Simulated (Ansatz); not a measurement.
The same path of C2H4Si2 (8 atoms, charge 0, multiplicity 1) was run 3 times with different band settings. Lost on the way: Si4–H8. Made: C1–Si4, Si2–Si4, C3–H8.

Computed with UKS PBE-D4/def2-SVP (Ansatz).

Relaxed end points:

```xyz
8
Properties=species:S:1:pos:R:3
C -0.599 1.546 -0.921
Si 0.627 0.538 -0.194
C 0.239 -1.030 0.564
Si -0.004 -2.153 1.790
H -0.364 2.459 -1.494
H -1.667 1.285 -0.846
H 2.060 0.951 -0.341
H -0.293 -3.596 1.442
```

```xyz
8
Properties=species:S:1:pos:R:3
C -0.670 0.972 -0.352
Si 0.825 -0.120 -0.464
C 0.141 -1.433 0.520
Si -1.001 -0.206 1.254
H -0.578 2.066 -0.210
H -1.444 0.745 -1.110
H 2.249 0.409 -0.471
H 0.477 -2.433 0.833
```

Common settings: spring 5.0 eV/Å²; optimiser quadratic models (default); start path through a guess of the saddle point; iteration limit 60; end points relaxed.

| run | movable images | climbing image | force threshold |
| --- | --- | --- | --- |
| 1 | 5 | yes | 0.05 eV/Å |
| 2 | 8 | no | 0.05 eV/Å |
| 3 | 5 | yes | 0.2 eV/Å |

Problem. What does each run give, and how far can it be trusted?

Solution. Run 1: converged after 17 iterations, highest image 0.152 eV above the first end. A vibrational analysis at the climbing image gives one clearly imaginary mode, 512i cm⁻¹: a first-order saddle point.
Run 2: converged after 18 iterations, highest image 0.149 eV above the first end. No image climbed, so the highest image needn't sit at the top of the path.
Run 3: converged after 13 iterations, highest image 0.153 eV above the first end. The threshold of 0.2 eV/Å is loose, so the images may lie well off the minimum-energy path. Another band between the same ends (5 images) ends at a top of the same energy, where a vibrational analysis finds 1 clearly imaginary mode.
The orbitals were unrestricted but ended closed-shell.
